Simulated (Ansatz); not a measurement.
This geometry of Cl$_{4}$H$_{2}$W (7 atoms, charge 0, multiplicity 1) is a first-order saddle point.

Method: RKS PBE0/def2-SVP (Ansatz 0.2.0).

```xyz
7
Properties=species:S:1:pos:R:3
W -0.660 -0.275 -0.424
H 1.677 0.343 1.225
Cl 2.816 -0.101 0.800
H -0.415 0.997 0.631
Cl -2.913 -0.036 -0.285
Cl -0.395 -2.178 0.762
Cl 0.442 0.580 -2.158
```

Which two structures does it join? (They come from a converged band through this point; their orientation in space is the band's.)

Bonds broken: W1–H2, W1–Cl3. Bonds formed: H2–Cl3. Cl4H2W becomes Cl3HW + ClH.

First end point:

```xyz
7
Properties=species:S:1:pos:R:3
W 0.095 -0.293 -0.126
H -0.046 0.092 1.486
Cl 2.302 -0.058 0.322
H 0.065 1.307 0.327
Cl -2.154 -0.039 -0.068
Cl 0.009 -2.410 0.803
Cl 0.280 0.731 -2.193
```

Last end point:

```xyz
7
Properties=species:S:1:pos:R:3
W -0.741 -0.304 -0.563
H 1.320 0.184 1.182
Cl 2.534 0.318 1.626
H -0.199 1.116 0.135
Cl -2.686 0.123 0.446
Cl -0.088 -2.359 0.112
Cl 0.411 0.251 -2.385
```

How far does it lie above each of them?

33.1 kcal/mol above the first and 1.8 kcal/mol above the second. This is the barrier of this one path; another mechanism may lie lower. The orbitals stay closed-shell, which can raise the energy where a bond breaks towards radicals; this wasn't checked here.

Time of the run: 20 min on 2 threads of Intel(R) Xeon(R) Platinum 8375C CPU @ 2.90GHz (Ice Lake) (shared host), peak memory 0.33 GiB.
